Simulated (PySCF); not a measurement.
# Spinor energies of B³⁺ (boron, charge +3)

Start: 1s2. Calculated with PySCF 2.14 in x2c-TZVPPall-2c with one added diffuse shell each of s, p, d type (6s4p3d1f, 40 functions): generalised Hartree-Fock with the X2C-1e Hamiltonian and a Gaussian nucleus; spin-orbit coupling (SO) screened by Boettger's factors.

| spinor shell | electrons | ε, screened SO (eV) | weight of nominal j (screened SO) | rms radius, screened SO (bohr) |
| --- | --- | --- | --- | --- |
| 1s1/2 | 2 | -259.72 | 1.000 | 0.377 |

| quantity | screened SO |
| --- | --- |
| E (hartree) | -21.99211 |
| M_J | 0 |
| ⟨J²⟩ | 0.000 |
| ⟨L²⟩ | 0.000 |
| ⟨S²⟩ | 0.000 |
